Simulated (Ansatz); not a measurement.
Stepwise reaction of `N[SiH2][Si](N)(O)O` with hydrogen, as a gas-phase model of exchange steps in deposition or etching. ΔE in kJ/mol.

Program: Ansatz. Geometries: PBE0-D4/def2-TZVP. ΔE: electronic, gas phase. CCSD(T)/CBS adds triple-zeta CCSD(T) − MP2 to the extrapolated MP2 energy (def2 sets, frozen cores). This one scheme is used for every species. DFT in def2-TZVPP. B3LYP here is the variant with VWN-RPA as its local correlation; programs differ in this. One conformer a species, not always the lowest.

| step | reaction | PBE-D4 | B3LYP-D4 | ωB97M-V | CCSD(T)/CBS |
| --- | --- | --- | --- | --- | --- |
| 1 | `N[SiH2][Si](N)(O)O` + H₂ → `N[SiH2][SiH](N)O` + H₂O | 93.5 | 101.4 | 101.1 | 98.8 |

(1) Give the row of step 2, `N[SiH2][SiH](N)O` + H₂ → `N[SiH2][SiH2]N` + H₂O. (Estimate.)

(2) By hand: ΔE of the 2 steps together at CCSD(T)/CBS.

## Answers

(1) The calculation gave: 
| step | reaction | PBE-D4 | B3LYP-D4 | ωB97M-V | CCSD(T)/CBS |
| --- | --- | --- | --- | --- | --- |
| 2 | `N[SiH2][SiH](N)O` + H₂ → `N[SiH2][SiH2]N` + H₂O | 79.5 | 84.4 | 84.3 | 81.4 |

(2) (98.8) + (81.4) = 180.2 kJ/mol, or 90.1 kJ/mol a step.

In ΔE each step is lower than the one before. All are uphill at CCSD(T)/CBS. PBE-D4 differs from CCSD(T)/CBS by -5.3 to -1.9 kJ/mol a step. Isolated molecules leave out the surface, adducts and barriers. Largest T1 diagnostic: 0.012.
